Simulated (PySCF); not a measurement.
## Assignment exercise: C7H19NSi

Geometry:
```
atom   x (Å)   y (Å)   z (Å)
  C1   2.478   1.451   0.202
  C2   1.879   0.457  -0.792
  C3   2.965  -0.431  -1.403
 Si4   0.484  -0.602  -0.057
  N5   1.012  -1.116   1.523
  C6  -1.204   0.268   0.126
  C7  -1.079   1.553   0.945
  C8  -1.752   0.582  -1.268
  C9  -2.150  -0.702   0.841
 H10   3.268   2.057  -0.274
 H11   1.727   2.143   0.610
 H12   2.934   0.934   1.062
 H13   1.409   1.028  -1.616
 H14   3.754   0.174  -1.881
 H15   3.460  -1.051  -0.635
 H16   2.561  -1.117  -2.165
 H17   0.243  -1.737  -1.022
 H18   1.989  -1.367   1.636
 H19   0.436  -1.768   2.046
 H20  -0.488   2.318   0.417
 H21  -0.598   1.367   1.918
 H22  -2.076   1.989   1.137
 H23  -2.750   1.051  -1.195
 H24  -1.859  -0.327  -1.881
 H25  -1.103   1.282  -1.818
 H26  -1.817  -0.912   1.870
 H27  -2.239  -1.663   0.307
 H28  -3.165  -0.271   0.912
```

Computational details: coordinates at the PBE0-D3(BJ)/def2-SVP level, σ from GIAO-B3LYP/pcSseg-1, in PySCF 2.14.0 with density-fitted response routines (relativity neglected, one averaged value for each set of equivalent atoms, gas phase, one conformer).

Scale: TMS for 13C (σ = 179.24 ppm), 1H (σ = 31.38 ppm) (reference shieldings calculated alike).

Q: Assign these signals to the numbered atoms. 13C{1H} NMR (computed): δ 27.7 (CH3), 22.5 (CH3), 20.0 (C), 19.7 (CH3), 14.4 (CH).

A: 
| δ (ppm) | atoms | environment | reason |
| --- | --- | --- | --- |
| 27.7 | C7/C8/C9 | methyl carbon | aliphatic region, no heteroatom directly attached |
| 22.5 | C3 | methyl carbon | – |
| 20.0 | C6 | fully substituted sp3 carbon bonded to Si | – |
| 19.7 | C1 | methyl carbon | saturated and bonded to C and H only |
| 14.4 | C2 | sp3 CH bonded to Si | – |

C6 and C1 lie closer than the usual error of such a calculation, so a measured spectrum could show them in the other order.

Q: Assign these signals to the numbered atoms. 1H NMR (400 MHz, computed): δ 4.30 (d, 1H), 1.09 (d, 3H), 1.08 (d, 3H), 0.96 (s, 9H), 0.72 (m, 1H), -0.11 (br s, 2H).

A: 
4.30 → H17, hydrogen on a silicon bonded to 2 C, N
1.09 → H10/H11/H12, hydrogen on a methyl carbon
1.08 → H14/H15/H16, hydrogen on a methyl carbon
0.96 → H20/H21/H22/H23/H24/H25/H26/H27/H28, hydrogen on a methyl carbon
0.72 → H13, hydrogen on an sp3 CH bonded to Si: an electropositive neighbour shields it, as in TMS itself
-0.11 → H18/H19, hydrogen on a nitrogen bonded to Si: exchangeable; this is the value without hydrogen bonding to other molecules

H10/H11/H12 and H14/H15/H16 lie closer than the usual error of such a calculation, so a measured spectrum could show them in the other order.

OH/NH shifts are gas-phase values; hydrogen bonding in solution moves them, usually downfield. Shifts are as computed. Against solution values, carbons near 30 ppm lie about +2 ppm off and those near 130 ppm about +6 ppm. Of 1309 compounds with measured shifts, 239 miss one by over three times the rms of a fit or turn the order of signals round; such compounds aren't used in these exercises. Multiplicities follow the n + 1 count of equivalent neighbours, as no J values were calculated; m marks all less simple cases, F and P coupling included.
